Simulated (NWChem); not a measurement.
Species: GeHI, singlet; SMILES [GeH][I]

All runs: NWChem. Low-valent species are run as closed-shell singlets; no triplet was tried in these runs. Structure relaxed at the PBE0/def2-SVP level. def2 effective core potentials on I; no spin-orbit coupling. B3LYP is NWChem's, with the RPA form of VWN correlation. Static field.

```json
[
 {"level": "PBE/def2-SVPD", "isotropic polarisability (bohr³)": "74.9", "anisotropy (bohr³)": "44.6"},
 {"level": "B3LYP/def2-SVPD", "isotropic polarisability (bohr³)": "[?]", "anisotropy (bohr³)": "[?]"},
 {"level": "BHandHLYP/def2-SVPD", "isotropic polarisability (bohr³)": "71.8", "anisotropy (bohr³)": "41.2"},
 {"level": "LDA (Slater exchange, VWN5)/def2-SVPD", "isotropic polarisability (bohr³)": "74.7", "anisotropy (bohr³)": "44.5"}
]
```

Problem. What belongs in the gaps?

Solution. 
- B3LYP/def2-SVPD, isotropic polarisability (bohr³): 73.6
- B3LYP/def2-SVPD, anisotropy (bohr³): 43.6
